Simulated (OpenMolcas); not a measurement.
## 4s² 4p along the 31-electron sequence

| Property | Result |
| --- | --- |
| Program | OpenMolcas 26.06 |
| Method | SS-RASPT2, IPEA 0.25 Eh, imaginary shift 0.1 Eh |
| Basis | ANO-RCC-VQZP |
| Scalar Hamiltonian | DKH2, point nucleus |
| Spin-orbit coupling | state interaction with AMFI integrals over the reference wave functions, term energies averaged over their components |

Active space for each ion: 3 electrons in 9 orbitals (RAS2 4s 4p; RAS3 4d, at most 2 electrons); closed shells correlated by CASPT2: 3d.

Computed levels in cm-1 above ²P°_1/2:

```csv
Level,Ga,Ge+,As2+,Se3+,Br4+,Kr5+
²P°_3/2,829,1632,2570,3820,5360,7180
weight of ²P° in the lowest level (%),100,100,100,100,100,100
```

Measured, with the error of the calculation in %. Measured levels: Ga, Ge+ from NIST Handbook of Basic Atomic Spectroscopic Data; As2+, Se3+, Br4+ from Moore, Atomic Energy Levels, vol. II, NSRDS-NBS 35 (1971 reprint of NBS Circular 467, 1952); Kr5+ from Saloman, J. Phys. Chem. Ref. Data 36, 215 (2007).

| Level | Ga | Ge+ | As2+ | Se3+ | Br4+ | Kr5+ |
| --- | --- | --- | --- | --- | --- | --- |
| ²P°_3/2 | 826 (+0.3) | 1767 (-7.6) | 2940 (-12.5) | 4376 (-12.7) | 6090 (-12.1) | 8110 (-11.4) |

The fine-structure level ²P°_3/2 changes by a factor of 8.66 from Ga to Kr5+. Its fourth root runs 5.37, 6.36, 7.12, 7.86, 8.56, 9.21, with steps per unit of Z of 0.99, 0.76, 0.74, 0.69, 0.65; equal steps would mean a (Z - σ)^4 law with constant σ.

Term energies are means over components that CASPT2 splits; among the terms shown or strongly mixed into the levels shown the widest spread is 11 cm-1 (4s² 4p ²P°, Ga). Active for correlation alone: 4d; no level in the range computed is led by a configuration that fills it, so any true level of that kind is missing. Some high roots are left out of the spin-orbit mixing, which shifts the levels that they would mix with (holds for Ga; Ge+). Computed and measured levels are paired by configuration, term and J; levels that our copy of the source lacks, or whose pairing is in doubt (as where it misses far off the trend of its configuration), stay unpaired and out of the deviations. Only configurations of the active space appear.

° marks odd parity.
